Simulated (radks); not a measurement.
Q: The cerium ion Ce4+, [Xe]. Method: non-relativistic Kohn-Sham, PBE, spin-polarised, spherical densities, point nucleus; computed with a radial shooting solver on a logarithmic mesh with Libxc functionals. Every spin shell is full or empty, so the densities are truly spherical. Functionals are evaluated on that one density, not self-consistently. Rank these orbital-free kinetic functionals by their error against the exact value of the orbitals, and give that value: Thomas-Fermi, von Weizsacker, TF + vW, TF + vW/9, LC94, APBEK, revAPBEK, Perdew 92, Thakkar, Pearson, LKT, PG1, DePristo-Kress, Ernzerhof.

A: Exact: 8563.65 hartree. From best to worst, with 100 (|E| - |E exact|)/|E exact| (equal figures are ties): LC94 +0.01, APBEK +0.06, DePristo-Kress -0.17, revAPBEK +0.22, Ernzerhof -0.47, Thakkar -0.67, Perdew 92 -0.71, TF + vW/9 -0.72, Pearson -0.93, Thomas-Fermi -5.12, PG1 +14.17, LKT +18.10, TF + vW +34.50, von Weizsacker -60.37.
